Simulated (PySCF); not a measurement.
CLiN, SMILES [Li][C][N] (connectivity only; charge and spin as stated), neutral, multiplicity 1. Atoms are numbered in the order given.

```xyz
3

Li     0.0000     0.0000    -2.0573
C      0.0000     0.0000    -0.1497
N      0.0000     0.0000     1.0100
```
Charge 0, spin multiplicity 1.

Coordinates come from a B3LYP-D3(BJ)/def2-TZVPD optimisation.

The numbers are results of PBE/pcSseg-2 (PySCF), not measurements.

GIAO shieldings, no solvent; atoms alike by connectivity are averaged. δ = σ(ref) − σ: ¹³C against TMS (σ = 181.4 ppm); ¹⁵N against NH3 (σ = 262.8 ppm), references at their B3LYP-D3(BJ)/def2-TZVP geometries, non-relativistic.

| nucleus | atoms | count | δ (ppm) |
|---|---|---|---|
| ¹³C | C2 | 1 | 139.8 |
| ¹⁵N | N3 | 1 | 347.2 |
